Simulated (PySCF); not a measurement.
## Adding and removing an electron: CsCd

HSE06; Cs def2-SVP with ECP46, Cd def2-SVP with ECP28; scalar-relativistic core potentials (PySCF 2.14). Neutral (UKS): doublet (σ ↑), Re = 4.336 Å, ωe = 29.2 cm⁻¹, De = 0.09 eV, HOMO -2.38 eV, LUMO -1.58 eV.

CsCd⁺ (UKS): singlet (closed shell), Re = 4.072 Å, ωe = 39.5 cm⁻¹, De = 0.16 eV to Cs⁺ + Cd. The energies at the minima are -187.87559 hartree for CsCd and -187.73436 for CsCd⁺.

Task: Work out the adiabatic ionisation energy, without and with harmonic zero-point energies (1 hartree = 27.2114 eV, 1 eV = 8065.5 cm⁻¹), and the change of the bond length.

Result: At HSE06: 0.14123 hartree = 3.843 eV between the minima; the zero-point term (39.5 − 29.2)/2 cm⁻¹ = +0.001 eV makes it 3.844 eV. Re changes by -26.4 pm against the neutral. The electron leaves a σ orbital, and the shorter bond of the ion fits an antibonding orbital, or a change in how ionic the bond is.

Closed-shell solutions of metal pairs were not tested for spin polarisation, which can lower them a little. Weak bonds: CsCd, CsCd⁺. Basis-set superposition, not corrected here, can be much of De in a small basis, most of all at correlated wavefunction levels. Spin–orbit coupling is left out. For an ion De counts to the pair picked by the measured ionisation energies or electron affinities, which need not be the lowest pair at this level. States were picked by a PBE0 search and need not be the measured ground states.
